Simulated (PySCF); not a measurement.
## Static response to an electric field

Species: C₆H₁₃N.
Geometry (GFN2-xTB, Å), atoms numbered from 1 in this order:
```
atom  x, y, z in Å
C1    -2.083   -1.248    0.355
C2    -2.024   -0.001   -0.474
C3    -1.167    0.996   -0.309
C4    -0.074    1.066    0.709
C5     1.298    1.265    0.028
N6     1.722    0.200   -0.854
C7     2.056   -1.047   -0.198
H8    -1.180   -1.846    0.225
H9    -2.935   -1.859    0.067
H10   -2.175   -1.008    1.413
H11   -2.760    0.071   -1.265
H12   -1.220    1.854   -0.969
H13   -0.053    0.165    1.322
H14   -0.247    1.921    1.368
H15    2.068    1.387    0.796
H16    1.266    2.182   -0.569
H17    1.006    0.038   -1.557
H18    1.210   -1.543    0.300
H19    2.825   -0.852    0.551
H20    2.463   -1.731   -0.942
```

Level: CAM-B3LYP/def2-SVPD (PySCF), static field, nuclei fixed, core orbitals frozen in the response. The polarisability tensor in these axes (au):

```
x   89.52  7.19  1.75
y    7.19 85.44 -0.02
z    1.75 -0.02 71.14
```

Problem. Diagonalise the tensor; give its mean and Δα, where Δα² is half the sum of the squared differences of the eigenvalues.

Solution. Principal values 70.93, 80.14 and 95.03 au; mean 82.04 au = 12.16 Å³ = 13.53 × 10⁻⁴⁰ C²·m²/J; Δα = 21.06 au (26 % of the mean).

Problem. What is the dipole moment, and where does it point?

Solution. (-0.88, -0.44, 0.60) D, 1.15 D in size, pointing from the negative to the positive side. Measured along this direction, the outermost atoms are H16 at the negative end and H9 at the positive end.

Problem. Find the Langevin capture rate constant for NH4+ (18.034 u) meeting this molecule (99.105 u), k = 2.342 × 10⁻⁹ cm³/s × √(α in Å³ / reduced mass in u).

Solution. The reduced mass is 15.26 u, so k = 2.09 × 10⁻⁹ cm³/s. The formula leaves out the permanent dipole, which adds to the capture rate.

Problem. What are the principal values of the traceless quadrupole moment, Θ = ½Σq(3rr − r²1), about the centre of nuclear charge?

Solution. -6.94, 2.59, 4.35 D·Å. The values depend on the origin, since the dipole doesn't vanish. The electronic extent ⟨r²⟩ about the same centre is 1000 bohr², a root-mean-square distance of 2.24 Å for the 56 electrons.

Problem. Along which axes do the principal values lie, and how far do the nuclei extend along each?

Solution. Largest value along (0.80, 0.60, 0.06), where the nuclei span 5.98 Å; middle along (-0.59, 0.80, -0.12), 5.04 Å; least along (-0.12, 0.06, 0.99), 3.25 Å. The response follows the extents in order.

Problem. In TDDFT the mean static polarisability is Σ f/ω² over all singlet excitations (ω in hartree). How much of it do the 8 lowest give? Their energies (eV) and oscillator strengths: 5.99, 0.0059; 6.52, 0.0381; 6.76, 0.0067; 6.85, 0.0313; 6.99, 0.0261; 7.12, 0.2842; 7.36, 0.0345; 7.45, 0.0286.

Solution. They add up to 6.79 au, 8.3 % of the 82.04 au; the largest single term is 4.15 au, from the state at 7.12 eV. Terms in order: 0.12, 0.66, 0.11, 0.49, 0.39, 4.15, 0.47, 0.38 au. Higher excitations give the rest. The strengths listed sum to 0.455.

The structure is a single GFN2-xTB conformer in the gas phase; no vibrational or solvent corrections.

These values come from a run that also computed excited states. Hardware: Arm Neoverse V2, one thread, on a shared host. Cost: 63 s of wall time.
